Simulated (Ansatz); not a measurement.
Species: H$_{4}$Si$_{2}$O$_{2}$, charge 0, singlet. H4Si2O2 (SMILES [SiH2]1O[SiH2]O1).
B3LYP-D3(BJ)/def2-TZVP minimum from Ansatz (a first-principles code):
```xyz
8

O     -0.3096     0.3267     1.0956
Si     1.1037     0.4002     0.1926
O      0.3096    -0.3267    -1.0956
Si    -1.1037    -0.4002    -0.1926
H      2.2027    -0.4131     0.7457
H      1.5548     1.7757    -0.0900
H     -2.2027     0.4131    -0.7457
H     -1.5548    -1.7757     0.0900
```
Charge 0, spin multiplicity 1.

Total energies in hartree (Ansatz). Radicals and triplets start from unrestricted determinants; spin-orbit coupling is neglected. Cores are frozen in correlated methods. No relativity. For partners of very few electrons the exact lower level stands in for a higher one.

```csv
species,HF/cc-pV(T+d)Z,CCSD(T)/cc-pV(T+d)Z,HF/cc-pV(Q+d)Z,CCSD(T)/cc-pV(Q+d)Z,CCSD(T)/cc-pV(D+d)Z,CCSDT(Q)/cc-pV(D+d)Z
1: H4Si2O2 (SMILES [SiH2]1O[SiH2]O1),-730.17505,-730.93134,-730.19674,-731.00688,-730.67441,-730.67682
2: O (triplet),-74.81176,-74.97396,-74.81729,-74.99357,-74.90995,-74.91013
3: Si (triplet),-288.85649,-288.93344,-288.85845,-288.93781,-288.91643,-288.91690
4: H (doublet),-0.49981,-0.49981,-0.49995,-0.49995,-0.49928,-0.49928
```

Q: Work out the atomisation energy (electronic, to ground-state atoms) in kcal/mol: take Hartree-Fock from cc-pV(Q+d)Z, extrapolate the CCSD(T) correlation energy as X^-3 (X = 3, 4), and add CCSDT(Q) - CCSD(T) in cc-pV(D+d)Z. 1 hartree = 627.51 kcal/mol.

A: 
Species 1: correlation (64·(-0.81014) - 27·(-0.75629))/37 = -0.84944; step -0.00241; E1 = -730.19674 + (-0.84944) + (-0.00241) = -731.04859
Species 2: correlation (64·(-0.17628) - 27·(-0.16220))/37 = -0.18655; step -0.00018; E2 = -74.81729 + (-0.18655) + (-0.00018) = -75.00402
Species 3: correlation (64·(-0.07936) - 27·(-0.07695))/37 = -0.08112; step -0.00047; E3 = -288.85845 + (-0.08112) + (-0.00047) = -288.94004
Species 4: correlation (64·(0.00000) - 27·(0.00000))/37 = 0.00000; step +0.00000; E4 = -0.49995 + (0.00000) + (+0.00000) = -0.49995
-1·E1 +2·E2 +2·E3 +4·E4 = 1.16067 hartree = 728.3 kcal/mol.
